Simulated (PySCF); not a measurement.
Cartesian coordinates in Å; atom numbers follow the order of the lines, from 1:
```xyz
8

C    -1.1295    0.3706   -0.2250
C    -0.2352   -0.4924    0.2762
B     1.2563   -0.1039    0.4102
F     2.1562   -0.9372    0.9014
F     1.6913    1.0873    0.0343
H    -0.8248    1.3711   -0.5507
H    -2.1910    0.1241   -0.3304
H    -0.5670   -1.4864    0.5951
```

- PBE0-D3(BJ)/def2-SVP geometry
- shieldings: GIAO PBE/pcSseg-2
- J: B3LYP/pcJ-1
- run in PySCF 2.14
- relativity neglected, single conformer, no solvent, averaged over atoms made equivalent by symmetry, fast rotation or ring inversion

Question: Predict the 2D correlation tables (HSQC, COSY, HMBC).

Answer: 

HSQC (one-bond C–H):
```csv
δH,δC,"¹J(C,H) (Hz)"
6.99 (H6),158.2 (C1),169
6.74 (H7),158.2 (C1),167
6.22 (H8),136.4 (C2),157
```

COSY cross peaks (|J| ≥ 2 Hz):
```csv
δH,δH,abs. J (Hz),bonds
6.99 (H6),6.74 (H7),4.1,2
6.99 (H6),6.22 (H8),21.4,3
6.74 (H7),6.22 (H8),14.4,3
```

HMBC (two and three bonds, |J| ≥ 2.5 Hz):
```csv
δH,δC [abs. J in Hz]
6.22 (H8),158.2 (C1) [4.7]
```

Chemical shifts δ = σref − σ; ¹H and ¹³C against TMS, all at this level.

A carbon bonded to boron is broadened by the quadrupolar boron nucleus and is often missing from a measured spectrum. Unscaled 3J(H,H) at this level run about 10 % above measured values. Shifts are as computed, not scaled to solution data. Of 1211 compounds with measured shifts, 218 miss one by over three times the rms of a fit or turn the order of signals round; such compounds aren't used in these exercises.
